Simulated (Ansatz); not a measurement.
Compare A (`CN([SiH3])B[SiH3]`) with its isomer B (`CB(N)[SiH2][SiH3]`).

Gas-phase electronic energies from Ansatz, PBE0-D4/def2-TZVP geometries. CCSD(T)/CBS is the MP2 limit (def2-TZVPP, def2-QZVPP) plus CCSD(T) − MP2 in def2-TZVPP, frozen cores. Functionals use def2-TZVPP. B3LYP here is the variant with VWN-RPA as its local correlation; programs differ in this. Each species was taken in one conformer, which may not be the lowest.

Task: Which is lower in electronic energy at CCSD(T)/CBS, and by how much? (Estimate.)

Result: Ansatz gave: B, by 50.8 kJ/mol.

Task: Give E(B) − E(A) in kJ/mol with r2SCAN-D4, PBE-D4, B3LYP-D4, CCSD/def2-TZVPP, MP2/def2-TZVPP, B3LYP, CCSD(T)/def2-TZVPP. (Estimate.)

Result: Ansatz gave: r2SCAN-D4 -64.7, PBE-D4 -71.7, B3LYP-D4 -52.3, CCSD/def2-TZVPP -48.3, MP2/def2-TZVPP -45.3, B3LYP -57.2, CCSD(T)/def2-TZVPP -48.8. None reverses the order clearly.

Largest T1 diagnostic: 0.013.

The D4 term adds +4.9 kJ/mol with B3LYP and +2.3 kJ/mol with PBE0; it sums over pairs of atoms, weighted by their polarisabilities, and B3LYP, whose exchange is more repulsive, gets the larger term. In def2-TZVPP, CCSD(T) changes the Hartree–Fock value by −9.9 kJ/mol (the triples alone add −0.5 kJ/mol) and MP2 by −6.4 kJ/mol.
